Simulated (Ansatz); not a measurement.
Basis-set extrapolation for ClH8NSi3, SMILES `[SiH3]N[SiH2][SiH2]Cl` (PBE0-D4/def2-TZVP geometry, frozen core, Ansatz 0.2.0). Multiplicity 1, RHF reference.

```tsv
	def2-TZVPP	def2-QZVPP
HF	-1385.574747	-1385.617884
MP2 correlation	-0.774352	-0.837765
CCSD(T) correlation	-0.883398	not run
```

Energies in hartree. Use E(X) = E(∞) + A·exp(−7.88·√X) for Hartree–Fock and E(X) = E(∞) + B·X^(−2.97) for correlation, with X = 3 and 4, and add CCSD(T) minus MP2 of the smaller set to the MP2 limit.

What is the CCSD(T) energy at the basis-set limit?

HF limit: -1385.617884 + (-0.043137) × 0.13774 = -1385.62383. MP2 limit: -0.837765 + (-0.063413) × 0.74074 = -0.88474. Higher-order term: -0.883398 − (-0.774352) = -0.10905. Total: -1386.61762 hartree, 100.1 kcal/mol below CCSD(T)/def2-TZVPP.
